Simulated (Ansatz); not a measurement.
Species: C2HNO, SMILES `N#CC=O` (charge 0, multiplicity 1), formula C₂HNO.

Q: How many basis functions does frozen-core CCSD(T)/cc-pVTZ // B3LYP-D3(BJ)/def2-TZVP in Ansatz (a program for electronic structure) use, how many core orbitals are frozen, and how many electrons are correlated?

A: 134 basis functions and 4 frozen orbitals, which leaves 20 correlated electrons. Core time is of the order of seconds.
